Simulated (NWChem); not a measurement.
# Total energies of diantimony (Sb₂)

```
Sb
Sb 1 2.5161
```
Charge 0, spin multiplicity 1.

All runs are NWChem calculations. Structure: optimised with PBE/def2-SVP with def2 effective core potentials on Sb, a minimum by its harmonic frequencies.

Basis set: def2-QZVP (164 functions).

| method | total energy (Ha) | relative cost |
|---|---|---|
| RHF | -478.54254 | 1 |
| MP2 | -479.70717 | 4 |
| B2PLYP | -480.27668 | 9 |
| PBE | -480.53595 | under 3 |
| B3LYP | -480.70087 | under 3 |
| M06-2X | -480.35106 | under 3 |

Total energies of different functionals aren't comparable as a measure of quality: only differences taken within one method are. Costs are rough ratios of processor time within this set of runs, SCF included, with RHF as 1.

Effective core potentials replace the inner electrons of Sb; spin-orbit coupling is left out. The correlated methods keep 8 core orbitals frozen. B3LYP has NWChem's definition, with VWN1-RPA local correlation.
